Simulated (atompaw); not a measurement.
## Pseudopotential generation for copper: PAW (atompaw), LDA (PW92), scalar-relativistic.

copper (Cu), PAW, made with atompaw 4.2.0.5 (LDA (PW92), scalar-relativistic). Core [Ar], reference 3d10 4s0 4p0 (charge +1). Waves: 4s (bound, empty): rc 2.20 bohr; 4s channel at 0.45 Ry: rc 2.40 bohr; 4p (bound, empty): rc 2.40 bohr; 4p channel at 0.05 Ry: rc 2.40 bohr; 3d (bound): rc 1.40 bohr; 3d channel at -0.6 Ry: rc 1.40 bohr; 4f channel at -0.1 Ry: rc 2.40 bohr. Local part: bessel scheme, radius 2.30 bohr. Core correction: smooth core density matched at 1.35 bohr. Augmentation charge: besselshape compensation charge, radius 1.85 bohr; PAW radius 2.40 bohr; waves and projectors: custom polynom vanderbiltortho.

All-electron outer shells of the reference configuration (LDA (PW92), scalar-relativistic, ld1.x):

```json
{"shell": "3p", "level (eV)": "-80.75", "outermost node (bohr)": "0.26", "outermost maximum (bohr)": "0.62"}
{"shell": "3d", "level (eV)": "-14.01", "outermost node (bohr)": "–", "outermost maximum (bohr)": "0.60"}
{"shell": "4s", "level (eV)": "-12.15", "outermost node (bohr)": "0.89", "outermost maximum (bohr)": "2.11"}
{"shell": "4p", "level (eV)": "-6.63", "outermost node (bohr)": "0.97", "outermost maximum (bohr)": "2.74"}
```

**Question.** Estimate the cutoffs (Ry, on a coarse ladder) from which the occupation-weighted sum of valence levels, in a spherical-Bessel basis at the reference potential, stays within 10 and 1 mRy of its value at 400 Ry.

**Answer.** 80 Ry and 120 Ry.

**Question.** What does a ghost test show?

**Answer.** No extra level below or beside the all-electron valence levels (s, p, d, f tested).

**Question.** Is the overlap operator S = 1 + Σ q|β⟩⟨β| positive definite (Bessel basis up to 400 Ry)?

**Answer.** Yes: its lowest eigenvalue is 0.14 (s channel).
